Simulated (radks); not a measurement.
Results of a calculation; reference values are marked as such.
These are the eigenvalues of the occupied orbitals of an atom or ion with whole-number occupations (eV). Level of theory: scalar-relativistic Kohn-Sham, PBE, spin-polarised, spherical densities, finite nucleus; Fermi nuclear charge, rms radius of each element as measured or else 0.836 A^(1/3) + 0.57 fm (a radial shooting solver on a logarithmic mesh with Libxc functionals).

| orbital | eigenvalue |
|---|---|
| 1s | -14254.49 |
| 2s | -1958.523 |
| 2p | -1742.806 |
| 3s | -356.3298 |
| 3p | -287.4889 |
| 3d | -173.4348 |
| 4s | -102.3151 |

Which element is it, and in what charge state? The configuration may be excited. Open shells, if any, are filled with parallel spins first.

Answer. Z = 36, krypton, charge +6: Kr6+ in [Ar] 3d10 4s2. The list shows which subshells hold electrons but not how many an open one holds; the 1s level, -523.84 hartree, gives Z - s = 32.4 by -(Z - s)^2/2, which with screening and relativity narrows Z to a few neighbours, and the depths of the outer levels then fix element, charge and occupations together.
